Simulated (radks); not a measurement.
Values are calculated unless marked as measured or tabulated.
All-electron atom: Tm I in [Xe] 4f13 6s2.

Level of theory: scalar-relativistic Kohn-Sham, PBE, spin-unpolarised, spherical densities, point nucleus (a radial shooting solver on a logarithmic mesh with Libxc functionals).

Energy parts (hartree):
| part | energy |
|---|---|
| total | -13567.4694 |
| kinetic | 14749.0386 |
| electron-nucleus | -33349.3372 |
| Hartree | 5317.9641 |
| exchange-correlation | -285.1350 |

Orbitals (lengths in bohr, moments of r in powers of bohr; <r^-3> diverges for s and p1/2):
1s: occ. 2; eigenvalue (hartree) -2178.936; <r> 0.02001; <r^4> 8.073e-07
2s: occ. 2; eigenvalue (hartree) -367.6164; <r> 0.08487; <r^4> 0.0001248
2p: occ. 6; eigenvalue (hartree) -324.5498; <r> 0.07541; <r^4> 0.00009541; <r^-3> 15130
3s: occ. 2; eigenvalue (hartree) -82.61991; <r> 0.2209; <r^4> 0.004690
3p: occ. 6; eigenvalue (hartree) -69.58134; <r> 0.2203; <r^4> 0.004969; <r^-3> 3281
3d: occ. 10; eigenvalue (hartree) -53.49653; <r> 0.1999; <r^4> 0.003886; <r^-3> 433.3
4s: occ. 2; eigenvalue (hartree) -16.27508; <r> 0.4978; <r^4> 0.1139
4p: occ. 6; eigenvalue (hartree) -11.99173; <r> 0.5284; <r^4> 0.1514; <r^-3> 741.9
4d: occ. 10; eigenvalue (hartree) -6.30658; <r> 0.5716; <r^4> 0.2359; <r^-3> 82.35
4f: occ. 13; eigenvalue (hartree) -0.11375; <r> 0.8113; <r^4> 3.825; <r^-3> 11.40
5s: occ. 2; eigenvalue (hartree) -1.96164; <r> 1.230; <r^4> 4.391
5p: occ. 6; eigenvalue (hartree) -0.98871; <r> 1.473; <r^4> 9.932; <r^-3> 89.65
6s: occ. 2; eigenvalue (hartree) -0.14243; <r> 3.971; <r^4> 529.4

The highest occupied level is 4f at -3.095 eV. The density falls to 0.001 e/bohr^3 at r = 5.07 bohr. For comparison, the ionisation energy in NIST's Atomic Spectra Database is 6.184 eV (measured). In exact Kohn-Sham theory the highest level is minus the ionisation energy, but local and semilocal functionals leave it too shallow, through self-interaction and a potential that decays too fast; potentials with the right tail come closer.

Beside tabulated values, note that spin-unpolarised runs miss the spin-polarisation part of the exchange energy of open shells.
